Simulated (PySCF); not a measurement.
P: excitation energy

P [Ne] 3s2 3p3 (4S) → P [Ne] 3s2 3p2 4s1 (4P), as a difference of total energies. Computed with PySCF 2.14 in aug-cc-pwCVQZ, with the non-relativistic Hamiltonian (point nucleus). Correlated levels: valence: [Ne] frozen; valence and next inner shell: 1s2 frozen; nothing frozen. The calculations carry no spin-orbit coupling.

```json
{"method": "UHF", "excitation energy (cm⁻¹)": "54888"}
{"method": "LDA", "excitation energy (cm⁻¹)": "56010"}
{"method": "PBE", "excitation energy (cm⁻¹)": "55877"}
{"method": "PBE0", "excitation energy (cm⁻¹)": "56779"}
{"method": "r2SCAN", "excitation energy (cm⁻¹)": "58504"}
{"method": "r2SCAN0", "excitation energy (cm⁻¹)": "58330"}
{"method": "revPBE", "excitation energy (cm⁻¹)": "56024"}
{"method": "M06", "excitation energy (cm⁻¹)": "56571"}
{"method": "MP2 (valence)", "excitation energy (cm⁻¹)": "57760"}
{"method": "SCS-MP2 (valence)", "excitation energy (cm⁻¹)": "56980"}
{"method": "MP2 (valence and next inner shell)", "excitation energy (cm⁻¹)": "57772"}
{"method": "SCS-MP2 (valence and next inner shell)", "excitation energy (cm⁻¹)": "57011"}
{"method": "MP2 (all electrons)", "excitation energy (cm⁻¹)": "57792"}
{"method": "SCS-MP2 (all electrons)", "excitation energy (cm⁻¹)": "57022"}
```

The promoted electron is Rydberg-like, and one or two diffuse shells describe it only roughly, which tends to raise the upper state.

For comparison: 56190 cm⁻¹ (measured; NIST levels, between the centres of gravity of the two terms).
